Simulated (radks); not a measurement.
Initial-state core-level shifts of the bromine ion Br2+ when its valence configuration changes from [Ar] 3d10 4s2 4p3. Method: Dirac Kohn-Sham, BLYP, spin-unpolarised, spherical densities, point nucleus; open shells are shared between the two j in proportion to 2j + 1; computed with a radial shooting solver on a logarithmic mesh with Libxc functionals. Shifts are changes of the shell-averaged eigenvalues in eV (positive: less bound).

\begin{tabular}{lrrrr}
valence & 1s & 2s & 3s & 3p \\ \hline
3d10 4s1 4p4 & -1.582 & -1.548 & -1.562 & -1.553 \\
3d10 4s1.5 4p3.5 & -0.797 & -0.780 & -0.787 & -0.782 \\
3d10 4p5 & -3.114 & -3.049 & -3.081 & -3.063 \\
3d8 4s2 4p5 & -33.076 & -36.621 & -27.596 & -27.171 \\
3d9 4s2 4p4 & -16.133 & -17.831 & -13.673 & -13.451 \\
3d9 4s1 4p5 & -17.604 & -19.283 & -15.131 & -14.900 \\
3d10 4s0.5 4p4.5 & -2.354 & -2.304 & -2.327 & -2.313 \\
3d9 4p6 & -19.032 & -20.697 & -16.553 & -16.313 \\
\end{tabular}
